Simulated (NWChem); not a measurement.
System: SiN2H6O; SMILES N[SiH](N)O

```xyz
10

Si     0.0000    -0.0274    -0.3404
N      0.4406    -1.5928     0.2245
N      1.0463     1.2437     0.1784
O     -1.5211     0.3748     0.2223
H      0.0425    -0.1141    -1.8289
H      0.0466    -2.4037    -0.2413
H      0.5140    -1.7624     1.2224
H      2.0207     1.2390    -0.1026
H      0.9483     1.6071     1.1204
H     -1.8119     1.2637    -0.0033
```
Atoms are numbered in this order, from 1.

Program: NWChem. Coordinates come from a PBE0/def2-SVP optimisation. Ions are spin-unrestricted doublets at the neutral geometry; other ion states weren't tried.

For level PBE/def2-SVPD:

```yaml
vertical ionisation energy, ΔSCF (eV): 9.19
"−ε(HOMO) (eV)": 5.95
```

Task: Estimate the same quantities for level B3LYP/def2-SVPD.

Result: The vertical ionisation energy, ΔSCF (eV) is 9.56 and the −ε(HOMO) (eV) is 7.17.
